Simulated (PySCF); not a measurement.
One of the candidates below gave these computed data.

All candidates are C2H6OSi.

- 1H NMR: chemical shifts (computed TMS as zero) by class: 3.97 (3 H), 2.47 (3 H) ppm [GIAO PBE0/pcSseg-1]
- Rotational structure: rotational constants A, B, C: 9.375, 4.230, 3.073 GHz [GFN2-xTB]
- Triplet: lowest triplet excitation (Tamm–Dancoff): 2.92 eV [TDA CAM-B3LYP/def2-SVPD]
- Polarisability: 55.8 au [CAM-B3LYP/def2-SVPD]
- 13C NMR: chemical shifts (computed TMS as zero) by class: 241.1 (1 C), 43.4 (1 C) ppm [GIAO PBE0/pcSseg-1]
- UV, first state: lowest singlet excitation: 3.56 eV (348 nm, f = 0.001) [TDDFT CAM-B3LYP/def2-SVPD]

The electronic properties come from PySCF, for the isolated species, density fitting. Levels stand in brackets. Geometry: GFN2-xTB; no solvent, vibrations or thermal averaging. NMR classes are plain means over equivalent atoms (diastereotopic ones count apart unless rotation or inversion swaps them), as if these changed places fast.

Question: Which candidate is it?
A. `CC(=O)[SiH3]`
B. `C1OC[SiH2]1`
C. `C=C[SiH2]O`

Answer: A. It is `CC(=O)[SiH3]`. Numbering: `[CH3:1][C:2](=[O:3])[SiH3:4]`. Its formula, C2H6OSi, gives 1 degree of unsaturation: 0 rings and 1 π bond in the structure found. 2 carbons fall into 2 classes; from least to most shielded: carbonyl carbon [C2] (241.1 ppm), methyl carbon next to a carbonyl [C1] (43.4 ppm). Hydrogen classes from least to most shielded: 3 H on an SiH3 silicon, Si4 (3.97 ppm, a mean of values up to 0.6 ppm apart in this geometry), 3 H on a methyl carbon next to a carbonyl, C1 (2.47 ppm). By its constants the optimised geometry is an asymmetric top.

The others, at the same levels:
- `C=C[SiH2]O` fails: its computed 13C shifts are 144.8 (1 C), 140.4 (1 C) ppm, 1H shifts are 6.49 (1 H), 6.33 (1 H), 6.11 (1 H), 5.20 (2 H), 0.98 (1 H) ppm and lowest singlet excitation is 6.64 eV (187 nm, f = 0.004) (against 3.56 eV).
- `C1OC[SiH2]1` fails: it has 1 carbon class against 2; its computed 13C shifts are 65.5 (2 C) ppm, 1H shifts are 5.26 (2 H), 4.69 (4 H) ppm and lowest singlet excitation is 6.25 eV (198 nm, f = 0.000) (against 3.56 eV).

Each candidate is one conformer, not necessarily the lowest. Dipoles, sizes and rotational constants follow the conformer. The torsions of the flexible species, by atom-mapped SMILES:
- `[CH2:1]=[CH:2][SiH2:3][OH:4]`: C1–C2–Si3–O4 5°, H–O4–Si3–C2 53°
